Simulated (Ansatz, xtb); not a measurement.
# Relative energy of two isomers of C4H10GeO

Structure I: `CC[C](=O)[GeH2][CH3]`, a singlet. Structure II: `CC(=O)[C@H](C)[GeH3]`, a singlet. Both are isolated molecules in the gas phase, relaxed with PBE-D3(BJ)/def2-SVP, each in the lowest conformer that the search found.

Quicker runs give these differences E(II) − E(I): GFN2-xTB −9.2 kcal/mol; HF/STO-3G +3.7 kcal/mol (at GFN2-xTB geometries); r2SCAN-D4/def2-SVP −2.0 kcal/mol (at GFN2-xTB geometries).

Problem. Estimate E(II) − E(I) at the level CCSD(T)/def2-SVP + ΔMP2/def2-TZVPP.

Solution. Calculated at CCSD(T)/def2-SVP + ΔMP2/def2-TZVPP: E(II) − E(I) = −2.3 kcal/mol, so structure II lies lower.

Level by level:

| level | geometry | E(II) − E(I) (kcal/mol) | departure from the last row (kcal/mol) | job, with rough time for the two |
| --- | --- | --- | --- | --- |
| GFN2-xTB | GFN2-xTB | −9.2 | −6.9 | optimisation, 0.39 s |
| HF/STO-3G | GFN2-xTB | +3.7 | +6.0 | single point, 0.48 s |
| r2SCAN-D4/def2-SVP | GFN2-xTB | −2.0 | +0.3 | single point, 2.3 s |
| PBE-D3(BJ)/def2-SVP | PBE-D3(BJ)/def2-SVP | −2.9 | −0.6 | optimisation, 32 s |
| HF/def2-SVP | PBE-D3(BJ)/def2-SVP | −4.3 | −1.9 | part of the CCSD(T) run |
| MP2/def2-SVP | PBE-D3(BJ)/def2-SVP | −5.2 | −2.9 | part of the CCSD(T) run |
| CCSD(T)/def2-SVP | PBE-D3(BJ)/def2-SVP | −4.8 | −2.5 | single point |
| CCSD(T)/def2-SVP + ΔMP2/def2-TZVPP | PBE-D3(BJ)/def2-SVP | −2.3 |  | single point, 54 s |

As drawn, II has 1 C–C, 1 Ge–H in place of 1 C–Ge, 1 C–H.

HF/STO-3G puts the two in the other order. The largest departure from CCSD(T)/def2-SVP + ΔMP2/def2-TZVPP is that of GFN2-xTB, 6.9 kcal/mol. The last row adds to CCSD(T) the change of the MP2 difference between the two basis sets, here +2.5 kcal/mol.

With thermal terms from frequencies at re-optimised GFN2-xTB minima (ideal gas, soft modes damped towards free rotors, one conformer each, 298.15 K, 1 atm): on the last row, ΔE + ΔZPE = −3.0, ΔH = −3.2, ΔG = −2.6 kcal/mol.

The correlated steps freeze 14 core orbitals; the filled d shell of Ge is correlated, in a basis made for valence electrons. Mirror images aren't counted in ΔG. Programs: Ansatz 0.2.0, xtb 6.7.1; the last row on 4 threads of Intel(R) Xeon(R) Platinum 8375C CPU @ 2.90GHz (Ice Lake) on a shared host.
